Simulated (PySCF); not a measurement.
**State search for TlAs**

Unrestricted PBE0; basis Tl def2-SVP with ECP60, As def2-SVP; scalar-relativistic core potentials; PySCF 2.14. Outer shells of the fragments: Tl 5d10 6s2 6p1; As 3d10 4s2 4p3.

Followed along the bond (rough minima from three points):

| 2Ms+1 | unpaired | ⟨S²⟩ at the start | R at minimum (Å) | Te (eV) |
| --- | --- | --- | --- | --- |
| 3 | π ↑↑ | 2.01 | 2.83 | 0.00 |
| 1 | π ↑↓ | 1.01 | 2.83 | 0.33 |
| 3 | σ ↑, π ↑ | 2.02 | 2.63 | 0.36 |
| 1 | σ ↓, π ↑ | 1.01 | 2.61 | 0.61 |
| 1 | none | 0.00 | 2.81 | 1.29 |

Solutions found at the starting distance of 2.605 Å, counted from the lowest of them; the search is not exhaustive and high or unbound solutions are not listed, so other states can lie among these:

```
2Ms+1    unpaired   term  E (eV)  ⟨S²⟩  ⟨Lz²⟩  μ (D)
    3        π ↑↑    ³Σ⁻    0.00  2.01   0.00  -1.57
    3    σ ↑, π ↑     ³Π    0.21  2.02   1.01  -2.88
    1        π ↑↓  mixed    0.33  1.01   2.01  -1.50
    1    σ ↓, π ↑  mixed    0.46  1.01   1.02  -2.87
    1        none  mixed    1.27  0.00   2.00  -1.14
    5  σ ↑, π ↑↑↑     ⁵Π    1.99  6.01   1.00   1.39
    3  σ ↑, π ↑↑↓  mixed    2.62  3.01   3.02   1.35
    3  σ ↓, π ↑↑↑  mixed    2.67  3.02   1.00   1.45
    3        π ↑↑  mixed    3.33  2.01   2.01  -0.58
    3        π ↑↑  mixed    3.57  2.00   2.01  -0.81
    5  σ ↑↑, π ↑↑    ⁵Σ⁻    4.00  6.00   0.00   2.75
    3        π ↑↑  mixed    4.24  2.01   2.01   4.11
    3  σ ↑↑, π ↑↓  mixed    4.71  3.01   2.01   2.85
    1  σ ↓↓, π ↑↑  mixed    4.75  2.01   0.00   2.86
```

A term symbol is given only where ⟨S²⟩ and ⟨Lz²⟩ are close to those of a pure state; real π, δ and φ orbitals otherwise mix terms. A positive dipole means Tl(−)As(+).

These are scalar-relativistic numbers at best; spin–orbit coupling would shift them, the dissociation energy most. Counting both spins, an empty level lies below a filled one in some of these solutions, because spin and occupation are held.
